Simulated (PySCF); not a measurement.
Species: C7H13 (doublet state).
Geometry (GFN2-xTB, Å), atoms numbered from 1 in this order:
```
atom  x, y, z in Å
C1    -2.524    1.451   -0.191
C2    -1.515    0.547    0.368
C3    -0.444    0.146   -0.699
C4     0.578   -0.775   -0.103
C5     0.276   -2.236   -0.270
C6     1.654   -0.364    0.561
C7     2.076    1.044    0.827
H8    -2.343    2.508   -0.230
H9    -3.354    1.063   -0.749
H10   -1.979   -0.375    0.727
H11   -0.987    1.021    1.198
H12    0.017    1.056   -1.081
H13   -0.953   -0.349   -1.527
H14    0.987   -2.851    0.276
H15   -0.728   -2.458    0.091
H16    0.317   -2.510   -1.324
H17    2.327   -1.110    0.968
H18    2.077    1.232    1.901
H19    3.093    1.201    0.467
H20    1.422    1.769    0.352
```

The hyperfine couplings belong to this conformer and change with its torsions.

As a line formula: `[CH2]CC/C(C)=C\C` [radical].

Method used: PySCF, UKS B3LYP, pcH-1 on C H, non-relativistic, mean-field spin-orbit, GIAO. One conformer (not necessarily the lowest) at the GFN2-xTB geometry, without solvent, vibrations or thermal averaging. The geometry wasn't refined by DFT: couplings that depend on bond lengths, twists or pyramidal angles can differ widely from those at the functional's own minimum. The SCF solution wasn't tested for stability.

Task: Where do the isotropic ENDOR lines of H8/H9, H10/H11, H12/H13 and H18/H19/H20 fall at 1209.9 mT, to first order?

Result: For S = 1/2 in fast tumbling each set of equivalent nuclei gives two lines, ν± = |νn ± a/2| to first order, with νn = g_N μN B/h and μN/h = 7.62259 MHz/T.

```json
{"nuclei": "H8/H9", "isotope": "1H", "g_N": "5.5857", "νn (MHz)": "51.51", "a_iso (MHz)": "-61.13", "lower line (MHz)": "20.95", "upper line (MHz)": "82.08"}
{"nuclei": "H10/H11", "isotope": "1H", "g_N": "5.5857", "νn (MHz)": "51.51", "a_iso (MHz)": "34.82", "lower line (MHz)": "34.10", "upper line (MHz)": "68.92"}
{"nuclei": "H12/H13", "isotope": "1H", "g_N": "5.5857", "νn (MHz)": "51.51", "a_iso (MHz)": "-4.84", "lower line (MHz)": "49.09", "upper line (MHz)": "53.94"}
{"nuclei": "H18/H19/H20", "isotope": "1H", "g_N": "5.5857", "νn (MHz)": "51.51", "a_iso (MHz)": "1.07", "lower line (MHz)": "50.98", "upper line (MHz)": "52.05"}
```

Task: Which pairs are centred on the nuclear Larmor frequency, and which on half the coupling?

Result: Centred on νn, since |a| < 2νn: H8/H9, H10/H11, H12/H13 and H18/H19/H20. No pair has |a| > 2νn.

Means are taken over nuclei equivalent by connectivity, which assumes that they swap fast. The 1H value of +34.8 MHz is a mean of couplings from 32.0 to 37.7 MHz in this one geometry, not an average over conformers.

The run took 2.0 min (grids of density and orbitals included) on Arm Neoverse N1, one thread, no GPU (shared host), and the process peaked at 0.97 GiB of memory.
